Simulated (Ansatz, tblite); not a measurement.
Cost and result up the ladder for CdMeBr (CH3BrCd) (6 atoms). Charge 0, multiplicity 1. Geometry: PBE0-D4/def2-TZVP.

```xyz
6

Cd   -0.7487   -0.5198   -0.7457
C     0.5857    0.4090    0.5836
H     0.3179    1.4592    0.6963
H     1.6001    0.3338    0.1928
H     0.5341   -0.0840    1.5541
Br   -2.2890   -1.5982   -2.2812
```

Ansatz on 4 threads of Intel Xeon Platinum 8488C on a shared host; xTB runs through tblite on one thread. Times are rough, summed over both states, and most runs start from the orbitals of an earlier one. PBE0-D4/def2-TZVP serves as the yardstick here, not as an exact answer. The other state is a doublet.

In the def2 sets Cd takes a core potential; there is no spin–orbit coupling. The xTB rows come from tblite. HOMO above LUMO, or a gap near zero within one spin, warns that the state may not be the lowest or that an electron is smeared out.

Raw xTB energies of ions are shifted by several eV.

```csv
level,functions,wall time,vertical IE (eV),difference from PBE0-D4/def2-TZVP (eV),remarks
GFN2-xTB,20,0.007 s,13.83,3.79,–
GFN1-xTB,23,0.009 s,13.59,3.55,–
PBE0-D4/def2-TZVP,137,8.7 s,10.04,0.00,–
r2SCAN-D4/def2-TZVP (with forces),137,14 s,9.92,-0.13,gap within one spin near zero (+1 doublet)
```
